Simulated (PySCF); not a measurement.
Computed shifts of a molecule CH5ClOSi, PBE0/pcSseg-1 (PySCF), GIAO, gas phase, equivalent atoms averaged, in ppm (number of nuclei): ²⁹Si: 14.9 (1). ¹³C: 9.3 (1). ¹H: 5.68 (1), 2.21 (1), 0.98 (3). References: ²⁹Si against TMS (σ = 352.7 ppm); ¹³C against TMS (σ = 186.3 ppm); ¹⁷O against H2O (σ = 334.2 ppm); ³⁵Cl against HCl (σ = 945.9 ppm); ¹H against TMS (σ = 31.56 ppm), references at their B3LYP-D3(BJ)/def2-TZVP geometries, non-relativistic (without spin–orbit terms, shifts of atoms bonded to Cl or Br come out too high). Geometry: PBE-D3(BJ)/def2-SVP. Other conformers were not sampled.

Task: Identify the compound among the candidates.
(A) OC[SiH2]Cl
(B) C[SiH](O)Cl
(C) CO[SiH2]Cl

Result: B, C[SiH](O)Cl
